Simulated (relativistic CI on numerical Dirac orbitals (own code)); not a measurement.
# Calculated levels, Ga23+

Calculated at this level of theory: Dirac-Coulomb-Breit CI, orbitals from a KLI potential per configuration, QED by a radiative potential, unscaled Slater integrals (own radial code, finite nucleus).

CI space (outside the closed core 1s2): 2s²2p⁴, 2s2p⁵, 2p⁶, 2p⁵3s, 2p⁵3p, 2p⁵3d, 2s²2p³3s, 2s²2p³3p, 2s²2p³3d, 2s2p⁴3s, 2s2p⁴3p, 2s2p⁴3d, 2s²2p³4s, 2s²2p³4p, 2s²2p³4d, 2s²2p³4f. Levels of other configurations are missing.

The lowest level is 2s²2p⁴ ³P2, with 84 % of that term; Hund's rules for 2s²2p⁴ give ³P with J = 2, in agreement.

| No. | Configuration | Term | J | E (10³ cm⁻¹) | % | jj configuration (%) |
| --- | --- | --- | --- | --- | --- | --- |
| 1 | 2s²2p⁴ | ³P | 2 | 0.0 | 84 | 2p3/2^2 (96) |
| 2 | 2s²2p⁴ | ³P | 0 | 118.6 | 63 | 2p3/2^2 (90) |
| 3 | 2s²2p⁴ | ³P | 1 | 208.8 | 100 | 2p1/2 2p3/2^3 (100) |
| 4 | 2s²2p⁴ | ¹D | 2 | 301.6 | 84 | 2p1/2 2p3/2^3 (96) |
| 5 | 2s²2p⁴ | ¹S | 0 | 575.3 | 62 | 2p3/2^4 (90) |
| 6 | 2s2p⁵ | ³P° | 2 | 1254.1 | 100 | 2s 2p3/2^3 (100) |
| 7 | 2s2p⁵ | ³P° | 1 | 1374.8 | 90 | 2s 2p3/2^3 (64) |
| 8 | 2s2p⁵ | ³P° | 0 | 1490.6 | 100 | 2s 2p1/2 2p3/2^4 (100) |
| 9 | 2s2p⁵ | ¹P° | 1 | 1746.0 | 90 | 2s 2p1/2 2p3/2^4 (64) |
| 10 | 2p⁶ | ¹S | 0 | 2886.0 | 98 | closed (98) |
| 11 | 2p³(4S°)3s | ⁵S° | 2 | 10204.3 | 71 | 2p3/2 3s (74) |
| 12 | 2p³(4S°)3s | ³S° | 1 | 10257.0 | 58 | 2p3/2 3s (85) |
| 13 | 2p³(2D°)3s | ³D° | 2 | 10428.0 | 49 | 2p1/2 2p3/2^2 3s (77) |
| 14 | 2p³(2D°)3s | ³D° | 1 | 10443.3 | 60 | 2p1/2 2p3/2^2 3s (88) |
| 15 | 2p³(2D°)3s | ³D° | 3 | 10499.2 | 99 | 2p1/2 2p3/2^2 3s (99) |
| 16 | 2p³(4S°)3p | ⁵P | 1 | 10502.7 | 59 | 2p3/2 3p1/2 (77) |
| 17 | 2p³(4S°)3p | ⁵P | 2 | 10508.5 | 51 | 2p3/2 3p1/2 (70) |
| 18 | 2p³(2D°)3s | ¹D° | 2 | 10523.7 | 68 | 2p1/2 2p3/2^2 3s (98) |
| 19 | 2p³(4S°)3p | ⁵P | 3 | 10562.4 | 71 | 2p3/2 3p3/2 (74) |
| 20 | 2p³(4S°)3p | ³P | 1 | 10580.4 | 51 | 2p3/2 3p3/2 (85) |
| 21 | 2p³(2P°)3s | ³P° | 0 | 10604.4 | 98 | 2p1/2 2p3/2^2 3s (98) |
| 22 | 2p³(2P°)3s | ³P° | 1 | 10615.4 | 69 | 2p1/2 2p3/2^2 3s (97) |
| 23 | 2p³(4S°)3p | ³P | 2 | 10631.6 | 41 | 2p3/2 3p3/2 (54) |
| 24 | 2p³(4S°)3p | ³P | 0 | 10666.4 | 95 | 2p1/2 2p3/2^2 3p3/2 (47) |
| 25 | 2p³(2D°)3p | ³D | 1 | 10707.6 | 29 | 2p1/2 2p3/2^2 3p1/2 (79) |
| 26 | 2p³(2D°)3p | ³F | 2 | 10740.2 | 39 | 2p1/2 2p3/2^2 3p1/2 (85) |
| 27 | 2p³(2D°)3p | ³D | 2 | 10777.1 | 49 | 2p1/2 2p3/2^2 3p3/2 (75) |
| 28 | 2p³(2P°)3s | ³P° | 2 | 10777.8 | 61 | 2p3/2^3 3s (93) |
| 29 | 2p³(2D°)3p | ³F | 3 | 10782.7 | 64 | 2p1/2 2p3/2^2 3p3/2 (60) |
| 30 | 2p³(2P°)3s | ¹P° | 1 | 10796.5 | 49 | 2p3/2^3 3s (94) |

Energies count from the lowest computed level; ° marks odd parity. Percentages are summed over parent terms; the parents shown are those of the largest component, closed shells are left out there. Filled j subshells are mostly left out of the jj labels.

The mean weight of the leading LS term, summed over parents, in these 30 levels is 70 %, and that of the leading jj configuration (from the same eigenvectors) 84 %, so jj coupling describes them better and the LS labels are nominal.

At this charge energies of transitions that change n are usually good to better than 1 %, and those within a shell (Δn = 0) to a few per cent.

LS names give the leading component of a level, which can be under half, so a name can repeat, a term be missing and a line seem to break the LS rules.
